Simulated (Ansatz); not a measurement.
A run on C$_{6}$H$_{13}$NO, SMILES `CCCCNC(C)=O` with other settings.

```yaml
crystal:
  periodic: [false, false, false]
  atoms:
    - {symbol: C, position_ang: [-0.411111, -3.371726, 0.071323]}
    - {symbol: C, position_ang: [0.452899, -2.223136, -0.419116]}
    - {symbol: C, position_ang: [-0.195783, -0.865838, -0.209217]}
    - {symbol: C, position_ang: [0.678510, 0.277194, -0.699955]}
    - {symbol: N, position_ang: [0.093262, 1.579881, -0.488890]}
    - {symbol: C, position_ang: [0.258634, 2.257947, 0.673474]}
    - {symbol: C, position_ang: [-0.474226, 3.572537, 0.772526]}
    - {symbol: O, position_ang: [0.957218, 1.843482, 1.578244]}
    - {symbol: H, position_ang: [-1.371276, -3.394359, -0.451887]}
    - {symbol: H, position_ang: [-0.620884, -3.275683, 1.140034]}
    - {symbol: H, position_ang: [0.076028, -4.336515, -0.086601]}
    - {symbol: H, position_ang: [0.676747, -2.359692, -1.484005]}
    - {symbol: H, position_ang: [1.418577, -2.242094, 0.098545]}
    - {symbol: H, position_ang: [-1.163171, -0.834058, -0.725514]}
    - {symbol: H, position_ang: [-0.400539, -0.711131, 0.855019]}
    - {symbol: H, position_ang: [0.892981, 0.163267, -1.766944]}
    - {symbol: H, position_ang: [1.631636, 0.264649, -0.166992]}
    - {symbol: H, position_ang: [-0.553699, 1.939169, -1.167658]}
    - {symbol: H, position_ang: [-1.013085, 3.846139, -0.136004]}
    - {symbol: H, position_ang: [-1.180111, 3.515193, 1.602804]}
    - {symbol: H, position_ang: [0.247414, 4.354773, 1.010794]}
basis:
  gaussian: {orbitals: cc-pVTZ-DK}
hamiltonian: {xc: {name: wPBEh}}
scf: {lower_state_search: off}
output: {forces: true}
```

```sh
$ ansatz run in.yaml --threads 2 --pin off --events-out ev --progress --plain --max-ram 22528MiB --backend cuda --devices 0, --max-vram 18GiB
```

It prints (some lines left out):

```
Functional definition: wPBEh
2169 factors; their error is unknown
156 factors; integrals over basis functions are off by at most 3.5e-7 eV
mean field evaluation 1: about -9952.8224 eV, gradient 8.8e1 eV
mean field evaluation 2: about -9941.9872 eV, gradient 1.1e2 eV
mean field evaluation 4: about -9969.3016 eV, gradient 8.9e0 eV
mean field evaluation 8: about -9969.4622 eV, gradient 2.3e-1 eV
mean field evaluation 16: about -9969.4382 eV, gradient 6.3e-3 eV
mean field -9969.43824253 eV, -366.3700978849 hartree, gradient 7.4e-6 eV, S^2 0.000000; 0 other end points of the search recorded, 0 dependent functions left out
reference -9969.43829409 eV, -366.3700997800 hartree; 32, 32 occupied and 390, 390 virtual orbitals, 2169 factors
Total energy: -9969.43829409 eV, -366.3700997800 hartree
Relativity: scalar
Atom 0 at    -0.411111    -3.371726     0.071323 Å, force    -0.018880    -0.041709     0.012104 eV/Å
Atom 1 at     0.452899    -2.223136    -0.419116 Å, force     0.036097    -0.015271    -0.016076 eV/Å
Atom 2 at    -0.195783    -0.865838    -0.209217 Å, force    -0.032316    -0.003562     0.011056 eV/Å
Atom 3 at     0.678510     0.277194    -0.699955 Å, force     0.049293    -0.018577    -0.033104 eV/Å
Atom 4 at     0.093262     1.579881    -0.488890 Å, force    -0.049327     0.046255    -0.050805 eV/Å
Atom 5 at     0.258634     2.257947     0.673474 Å, force     0.005731     0.016653     0.007335 eV/Å
Atom 6 at    -0.474226     3.572537     0.772526 Å, force    -0.023406     0.036417    -0.000022 eV/Å
Atom 7 at     0.957218     1.843482     1.578244 Å, force     0.017976    -0.003714     0.028545 eV/Å
Atom 8 at    -1.371276    -3.394359    -0.451887 Å, force     0.030453    -0.002286     0.018721 eV/Å
Atom 9 at    -0.620884    -3.275683     1.140034 Å, force     0.004997    -0.006662    -0.035096 eV/Å
Atom 10 at     0.076028    -4.336515    -0.086601 Å, force    -0.019966     0.028104     0.007229 eV/Å
Atom 11 at     0.676747    -2.359692    -1.484005 Å, force    -0.005325     0.002581     0.036745 eV/Å
Atom 12 at     1.418577    -2.242094     0.098545 Å, force    -0.032380    -0.001888    -0.019531 eV/Å
Atom 13 at    -1.163171    -0.834058    -0.725514 Å, force     0.029841    -0.001889     0.018634 eV/Å
Atom 14 at    -0.400539    -0.711131     0.855019 Å, force     0.008342    -0.008093    -0.035798 eV/Å
Atom 15 at     0.892981     0.163267    -1.766944 Å, force    -0.006765     0.002935     0.034150 eV/Å
Atom 16 at     1.631636     0.264649    -0.166992 Å, force    -0.034185     0.001779    -0.010031 eV/Å
Atom 17 at    -0.553699     1.939169    -1.167658 Å, force     0.028998    -0.014290     0.027684 eV/Å
Atom 18 at    -1.013085     3.846139    -0.136004 Å, force     0.012938     0.000450     0.030719 eV/Å
Atom 19 at    -1.180111     3.515193     1.602804 Å, force     0.024605     0.008407    -0.027057 eV/Å
Atom 20 at     0.247414     4.354773     1.010794 Å, force    -0.026720    -0.025640    -0.005405 eV/Å
Dipole moment:    -0.404864     0.050933    -0.620583 e Å
Checks for a lower state left out: stability, starts, cluster_reference, orbital_swaps, neighbouring_geometries, increment
```

Hardware: 2 threads of an AMD EPYC 7R13 on a shared host and a share of an NVIDIA H100 80 GB. Wall time 5.5 s, peak host memory 1.2 GiB.
